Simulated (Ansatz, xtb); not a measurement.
# Relative energy of two isomers of C3H3F2NO

We compare X, `NC(=O)/C(F)=C/F`, a singlet, with Y, `N#CCOC(F)F`, a singlet. Both are isolated molecules in the gas phase, relaxed with r2SCAN-D4/def2-SVP; each stands in its lowest conformer found.

Question: Which of the two would you expect CCSD(T)/def2-SVP + ΔMP2/def2-TZVPP electronic energies to favour?

Answer: Too close to call at this level: CCSD(T)/def2-SVP + ΔMP2/def2-TZVPP gives E(Y) − E(X) = +0.72 kcal/mol.

The same difference at several levels:

```tsv
level	geometry	E(Y) − E(X) (kcal/mol)	departure from the last row (kcal/mol)	job, with rough time for the two
GFN2-xTB	GFN2-xTB	+8.97	+8.25	optimisation, 0.2 s
HF/STO-3G	GFN2-xTB	−29.78	−30.50	single point, 0.57 s
r2SCAN-D4/def2-SVP//GFN2-xTB	GFN2-xTB	+12.72	+12.00	single point, 3.4 s
r2SCAN-D4/def2-SVP	r2SCAN-D4/def2-SVP	+12.12	+11.40	optimisation, 36 s
HF/def2-SVP	r2SCAN-D4/def2-SVP	−1.18	−1.90	part of the CCSD(T) run
MP2/def2-SVP	r2SCAN-D4/def2-SVP	−1.34	−2.07	part of the CCSD(T) run
CCSD(T)/def2-SVP	r2SCAN-D4/def2-SVP	−0.15	−0.87	single point
CCSD(T)/def2-SVP + ΔMP2/def2-TZVPP	r2SCAN-D4/def2-SVP	+0.72		single point, 59 s
```

As drawn, Y has 1 C≡N, 2 C–O, 2 C–H in place of 1 C–N, 1 C=O, 1 C=C, 2 N–H.

The largest departure from CCSD(T)/def2-SVP + ΔMP2/def2-TZVPP is that of HF/STO-3G, 30.50 kcal/mol. The last row adds to CCSD(T) the change of the MP2 difference between the two basis sets, here +0.87 kcal/mol.

With thermal terms from frequencies at re-optimised GFN2-xTB minima (ideal gas, soft modes damped towards free rotors, one conformer each, 298.15 K, 1 atm): on the last row, ΔE + ΔZPE = +0.77, ΔH = +0.65, ΔG = +0.54 kcal/mol.

The correlated steps freeze 7 core orbitals. Run with Ansatz 0.2.0, xtb 6.7.1; the last row on 2 threads of Intel(R) Xeon(R) Processor @ 2.70GHz on a shared host.
